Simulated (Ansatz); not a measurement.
**Nudged elastic band run: C2H6BN**

The input (input.yaml):

```yaml
crystal:
  periodic: [false, false, false]
  atoms:
    - { symbol: C, position_ang: [-1.221126, 0.919592, -1.434238] }
    - { symbol: "N", position_ang: [-0.390723, 0.214884, -0.829102] }
    - { symbol: B, position_ang: [0.517164, -0.559047, -0.170302] }
    - { symbol: C, position_ang: [0.751855, -0.447825, 1.385859] }
    - { symbol: H, position_ang: [-0.94641, 1.898285, -1.862546] }
    - { symbol: H, position_ang: [-2.266477, 0.59435, -1.569289] }
    - { symbol: H, position_ang: [1.141863, -1.345735, -0.848636] }
    - { symbol: H, position_ang: [0.567901, -1.424109, 1.862952] }
    - { symbol: H, position_ang: [0.121387, 0.304966, 1.878568] }
    - { symbol: H, position_ang: [1.807666, -0.20656, 1.589633] }
basis:
  gaussian: { orbitals: def2-SVPD }
hamiltonian:
  xc: pbe0
neb:
  order_check: false
  images: 7
  f_tol: 0.05
  max_iterations: 6
  final_atoms:
    - { symbol: C, position_ang: [-1.0825522, 1.01783665, -1.47899724] }
    - { symbol: "N", position_ang: [-0.41974382, 0.19427735, -0.81972479] }
    - { symbol: B, position_ang: [0.30402174, -0.71012251, -0.10162651] }
    - { symbol: C, position_ang: [0.77455765, -0.4322192, 1.37842366] }
    - { symbol: H, position_ang: [-0.59510071, 1.77884171, -2.111361] }
    - { symbol: H, position_ang: [-2.18542214, 1.02043268, -1.45998824] }
    - { symbol: H, position_ang: [0.56928038, -1.75052849, -0.6641297] }
    - { symbol: H, position_ang: [1.87139185, -0.51485595, 1.44606741] }
    - { symbol: H, position_ang: [0.37181903, -1.20702847, 2.05087322] }
    - { symbol: H, position_ang: [0.47484823, 0.55216725, 1.76336219] }
  initial_path:
    images:
      - { positions_ang: [[-1.221126, 0.919592, -1.434238], [-0.390723, 0.214884, -0.829102], [0.517164, -0.559047, -0.170302], [0.751855, -0.447825, 1.385859], [-0.94641, 1.898285, -1.862546], [-2.266477, 0.59435, -1.569289], [1.141863, -1.345735, -0.848636], [0.567901, -1.424109, 1.862952], [0.121387, 0.304966, 1.878568], [1.807666, -0.20656, 1.589633]] }
      - { positions_ang: [[-1.1709232, 0.90488441, -1.36752046], [-0.32974414, 0.17258562, -0.98156219], [0.549807, -0.57993695, -0.22382461], [0.70212743, -0.42961359, 1.33140012], [-1.11151534, 1.76331977, -1.90146148], [-2.02561256, 0.7512121, -1.22008907], [1.23842823, -1.36821799, -0.81304675], [0.49035465, -1.40983042, 1.80708861], [0.01745488, 0.31433245, 1.76820698], [1.72272305, -0.1699344, 1.60370785]] }
      - { positions_ang: [[-1.12072041, 0.89017681, -1.30080292], [-0.26876528, 0.13028724, -1.13402239], [0.58245, -0.6008269, -0.27734721], [0.65239985, -0.41140218, 1.27694125], [-1.27662068, 1.62835455, -1.94037697], [-1.78474812, 0.90807419, -0.87088914], [1.33499346, -1.39070097, -0.7774575], [0.41280831, -1.39555185, 1.75122523], [-0.08647723, 0.32369891, 1.65784595], [1.6377801, -0.13330879, 1.61778269]] }
      - { positions_ang: [[-1.07051761, 0.87546922, -1.23408538], [-0.20778642, 0.08798885, -1.28648258], [0.615093, -0.62171685, -0.33086982], [0.60267228, -0.39319077, 1.22248237], [-1.44172602, 1.49338932, -1.97929245], [-1.54388368, 1.06493629, -0.5216892], [1.43155869, -1.41318396, -0.74186825], [0.33526196, -1.38127327, 1.69536184], [-0.19040935, 0.33306536, 1.54748493], [1.55283715, -0.09668319, 1.63185754]] }
      - { positions_ang: [[-1.02031481, 0.86076163, -1.16736784], [-0.14680756, 0.04569047, -1.43894277], [0.647736, -0.6426068, -0.38439242], [0.5529447, -0.37497936, 1.1680235], [-1.60683135, 1.35842409, -2.01820794], [-1.30301924, 1.22179839, -0.17248927], [1.52812392, -1.43566695, -0.706279], [0.25771561, -1.3669947, 1.63949846], [-0.29434146, 0.34243181, 1.4371239], [1.4678942, -0.06005759, 1.64593239]] }
      - { positions_ang: [[-1.03587416, 0.90003038, -1.24527519], [-0.21504163, 0.08283719, -1.28413828], [0.56180744, -0.65948573, -0.31370094], [0.60834794, -0.38928932, 1.22062354], [-1.35389869, 1.4635285, -2.0414962], [-1.52361997, 1.17145696, -0.49436401], [1.28841303, -1.51438234, -0.69574168], [0.66113467, -1.15396001, 1.5911407], [-0.12780134, -0.04493326, 1.59056123], [1.21963271, 0.09299862, 1.67528984]] }
      - { positions_ang: [[-1.05143351, 0.93929914, -1.32318254], [-0.28327569, 0.11998391, -1.12933378], [0.47587887, -0.67636466, -0.24300947], [0.66375117, -0.40359928, 1.27322358], [-1.10096603, 1.5686329, -2.06478447], [-1.74422069, 1.12111553, -0.81623876], [1.04870215, -1.59309772, -0.68520435], [1.06455373, -0.94092532, 1.54278294], [0.03873879, -0.43229833, 1.74399856], [0.97137121, 0.24605483, 1.70464729]] }
      - { positions_ang: [[-1.06699285, 0.97856789, -1.40108989], [-0.35150976, 0.15713063, -0.97452928], [0.3899503, -0.69324359, -0.17231799], [0.71915441, -0.41790924, 1.32582362], [-0.84803337, 1.67373731, -2.08807273], [-1.96482142, 1.0707741, -1.1381135], [0.80899126, -1.67181311, -0.67466702], [1.46797279, -0.72789064, 1.49442517], [0.20527891, -0.8196634, 1.89743589], [0.72310972, 0.39911104, 1.73400474]] }
      - { positions_ang: [[-1.0825522, 1.01783665, -1.47899724], [-0.41974382, 0.19427735, -0.81972479], [0.30402174, -0.71012251, -0.10162651], [0.77455765, -0.4322192, 1.37842366], [-0.59510071, 1.77884171, -2.111361], [-2.18542214, 1.02043268, -1.45998824], [0.56928038, -1.75052849, -0.6641297], [1.87139185, -0.51485595, 1.44606741], [0.37181903, -1.20702847, 2.05087322], [0.47484823, 0.55216725, 1.76336219]] }
```

Command:

```bash
$ ansatz run input.yaml --threads 2 --pin off --max-ram 3072MiB --backend cpu --events-out ev --progress --plain --runs-dir out
```

Output, in part (warnings, iteration lines):

```
NEB end point (image 0): max|allowed force component| = 4.044e-3 eV/Å (the criterion of neb.relax_end_points is 1.000e-2)
NEB end point (image 8): max|allowed force component| = 2.645e-3 eV/Å (the criterion of neb.relax_end_points is 1.000e-2)
NEB iter   1: max|band force component| = 3.760e1 eV/Å  barrier→ = 14.4058 eV  barrier← = 14.4058 eV  Δτ_max = 0.1982 Å  (241 SCF iters)
NEB iter   2: max|band force component| = 6.175e0 eV/Å  barrier→ = 2.8626 eV  barrier← = 2.8626 eV  Δτ_max = 0.1953 Å  (252 SCF iters)
NEB iter   3: max|band force component| = 3.112e0 eV/Å  barrier→ = 1.2445 eV  barrier← = 1.2445 eV  Δτ_max = 0.1987 Å  (247 SCF iters)
NEB iter   4: max|band force component| = 1.909e0 eV/Å  barrier→ = 1.0785 eV  barrier← = 1.0785 eV  Δτ_max = 0.1945 Å  (250 SCF iters)
NEB iter   5: max|band force component| = 4.409e0 eV/Å  barrier→ = 1.5434 eV  barrier← = 1.5434 eV  Δτ_max = 0.1052 Å  (240 SCF iters)
NEB iter   6: max|band force component| = 4.056e0 eV/Å  barrier→ = 0.9943 eV  barrier← = 0.9943 eV  Δτ_max = 0.0509 Å  (229 SCF iters)
Error: NEB band did not converge after 6 iterations: max|band force component| = 4.06e0 eV/Å (threshold 5.0e-2); raise `neb.max_iterations` in a new run, which can start from the last band evaluated (`neb.initial_path`, with `crystal.atoms` and `neb.final_atoms` set to its first and last images), …
```

It did not converge within its limit. The band didn't meet its force threshold, so its energies are provisional: the largest band force was still 4.06 eV/Å, and over the last iterations the top moved between 0.99 and 1.54 eV.

Final band (atoms are numbered from 1 in the order of the input):

```
image  path coordinate (Å)  energy (kJ/mol)  dihedral N2–B3–C4–H10 (°)
    0                 0.00              0.0                       -122
    1                 0.68             23.7                        -96
    2                 1.35             22.0                        -76
    3                 2.02             47.5                        -65
    4                 2.68             90.5                        -83
    5                 3.55             31.6                        -66
    6                 4.42             13.7                        -51
    7                 5.30             95.9                        -29
    8                 6.21              0.0                         -1
```

Run time: 72 s on 2 threads of Intel(R) Xeon(R) Platinum 8488C (Sapphire Rapids), with other jobs on the host, peak memory 0.27 GiB.
